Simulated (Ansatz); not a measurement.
Breaking the Si2–H6 bond in H6SiSn (SMILES [SiH3][SnH3]) (multiplicity 1 held, fragments rigid). Energies count from the point at 1.482 Å.
Geometry at that point (charge 0, multiplicity 1):
| atom | x (Å) | y (Å) | z (Å) |
|---|---|---|---|
| Sn | -0.6178 | 0.0613 | -0.0110 |
| Si | 1.9443 | -0.1929 | 0.0348 |
| H | -1.3153 | -0.9768 | -1.1819 |
| H | -1.0669 | 1.6691 | -0.3960 |
| H | -1.2990 | -0.3272 | 1.5121 |
| H | 2.3113 | -1.5893 | 0.3693 |
| H | 2.5274 | 0.7126 | 1.0530 |
| H | 2.5132 | 0.1474 | -1.2908 |

U- levels take the lowest unrestricted solution at each point, which mixes spins at long bonds. Active spaces are followed from a long bond inwards. Curves can end on different states.

Correlated levels freeze the cores. Filled d and f shells under p-block atoms count as core.

Run with Ansatz (Gaussian basis) for Hartree–Fock, density functionals and correlated methods.  In def2 rows elements past Kr take small-core potentials, without spin–orbit coupling.

Energies in eV.

| R (Å) | U-wB97X-V/def2-TZVPP | SC-NEVPT2 on CASSCF(2,2)/def2-TZVPP | FIC-MRCISD on CASSCF(2,2)/def2-TZVPP | FIC-MRCISD+Q on CASSCF(2,2)/def2-TZVPP |
|---|---|---|---|---|
| 1.186 | 1.29 | 1.31 | 1.27 | 1.27 |
| 1.334 | 0.26 | 0.27 | 0.25 | 0.25 |
| 1.482 | 0.00 | 0.00 | 0.00 | 0.00 |
| 1.630 | 0.16 | 0.14 | 0.16 | 0.16 |
| 1.778 | 0.53 | 0.48 | 0.52 | 0.52 |
| 2.001 | 1.26 | 1.15 | 1.20 | 1.21 |
| 2.223 | 2.03 | 1.82 | 1.88 | 1.90 |
| 2.594 | 3.19 | 2.73 | 2.81 | 2.84 |
| 2.964 | 3.75 | 3.31 | 3.41 | 3.44 |
| 3.409 | 3.98 | 3.65 | 3.76 | 3.80 |
| 4.002 | 4.06 | 3.80 | 3.91 | 3.95 |
| 4.743 | 4.07 | 3.83 | 3.95 | 3.99 |

Doubts at one or more of the structures used: a spin-contaminated determinant (U-wB97X-V/def2-TZVPP).

Ansatz is a first-principles code.
